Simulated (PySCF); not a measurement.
**Pd (palladium, neutral): UHF calculation**

Configuration: [Kr] 4d9 5s1, high-spin 3D determinant (an excited configuration). All numbers are calculated (PySCF 2.14, the spin-free X2C one-electron Hamiltonian (Gaussian nucleus), in x2c-TZVPPall with one added diffuse shell each of s, p, d, f type (9s7p7d3f1g, 95 functions)).

```
Total energy                                                  : -5042.744354 hartree
One-electron energy                                           : -6956.7475 hartree
Hartree (Coulomb) energy                                      : 2056.8721 hartree
Exchange energy                                               : -142.8689 hartree
⟨S²⟩                                                          : 2.0026
⟨L²⟩                                                          : 6.031
Sum of ⟨r⟩                                                    : 32.50 bohr
Sum of ⟨r²⟩                                                   : 50.41 bohr²
Traceless quadrupole moment −½Σ⟨3z² − r²⟩ along its main axis : -0.646 e·bohr²
Langevin diamagnetic susceptibility                           : -39.9 ×10⁻⁶ cm³/mol
```

```json
{"shell": "1s α", "electrons": "1", "mean orbital energy (eV)": "-24478.0", "spread (eV)": "0", "rms radius, mean of both spins (bohr)": "0.0365"}
{"shell": "1s β", "electrons": "1", "mean orbital energy (eV)": "-24478.0", "spread (eV)": "0", "rms radius, mean of both spins (bohr)": "0.0365"}
{"shell": "2s α", "electrons": "1", "mean orbital energy (eV)": "-3660.8", "spread (eV)": "0", "rms radius, mean of both spins (bohr)": "0.150"}
{"shell": "2s β", "electrons": "1", "mean orbital energy (eV)": "-3660.5", "spread (eV)": "0", "rms radius, mean of both spins (bohr)": "0.150"}
{"shell": "2p α", "electrons": "3", "mean orbital energy (eV)": "-3277.0", "spread (eV)": "0.314", "rms radius, mean of both spins (bohr)": "0.133"}
{"shell": "2p β", "electrons": "3", "mean orbital energy (eV)": "-3276.7", "spread (eV)": "0.041", "rms radius, mean of both spins (bohr)": "0.133"}
{"shell": "3s α", "electrons": "1", "mean orbital energy (eV)": "-699.00", "spread (eV)": "0", "rms radius, mean of both spins (bohr)": "0.403"}
{"shell": "3s β", "electrons": "1", "mean orbital energy (eV)": "-698.78", "spread (eV)": "0", "rms radius, mean of both spins (bohr)": "0.403"}
{"shell": "3p α", "electrons": "3", "mean orbital energy (eV)": "-569.41", "spread (eV)": "0.600", "rms radius, mean of both spins (bohr)": "0.406"}
{"shell": "3p β", "electrons": "3", "mean orbital energy (eV)": "-569.21", "spread (eV)": "0.408", "rms radius, mean of both spins (bohr)": "0.406"}
{"shell": "3d α", "electrons": "5", "mean orbital energy (eV)": "-363.40", "spread (eV)": "0.732", "rms radius, mean of both spins (bohr)": "0.389"}
{"shell": "3d β", "electrons": "5", "mean orbital energy (eV)": "-362.99", "spread (eV)": "1.187", "rms radius, mean of both spins (bohr)": "0.389"}
{"shell": "4s α", "electrons": "1", "mean orbital energy (eV)": "-109.52", "spread (eV)": "0", "rms radius, mean of both spins (bohr)": "1.01"}
{"shell": "4s β", "electrons": "1", "mean orbital energy (eV)": "-107.65", "spread (eV)": "0", "rms radius, mean of both spins (bohr)": "1.01"}
{"shell": "4p α", "electrons": "3", "mean orbital energy (eV)": "-70.253", "spread (eV)": "1.562", "rms radius, mean of both spins (bohr)": "1.12"}
{"shell": "4p β", "electrons": "3", "mean orbital energy (eV)": "-68.055", "spread (eV)": "1.186", "rms radius, mean of both spins (bohr)": "1.12"}
{"shell": "4d α", "electrons": "5", "mean orbital energy (eV)": "-13.232", "spread (eV)": "1.879", "rms radius, mean of both spins (bohr)": "1.62"}
{"shell": "4d β", "electrons": "4", "mean orbital energy (eV)": "-12.106", "spread (eV)": "1.406", "rms radius, mean of both spins (bohr)": "1.62"}
{"shell": "5s α", "electrons": "1", "mean orbital energy (eV)": "-6.477", "spread (eV)": "0", "rms radius, mean of both spins (bohr)": "3.76"}
```

Densities and radii are taken from the X2C orbitals without a picture-change correction, which distorts them close to the nucleus.

Spin-orbit constants ζ (cm⁻¹) from the X2C one-electron operator on these orbitals: bare nucleus, nucleus screened by l(l+1)(2l+1)/3 electrons, and screened by the Breit-Pauli mean field of the electrons.

```
shell    bare  screened nucleus  mean field
   2p  860200            822800         n/a
   3p  151900            145300         n/a
   3d   22230             17400         n/a
   4p   22400             21430         n/a
   4d    1889              1478         n/a
```

To first order the Landé constant is A = -739.1 cm⁻¹, so the lowest level has J = 3 and lies 0.183 eV below the centre of the term. This holds in LS coupling only.
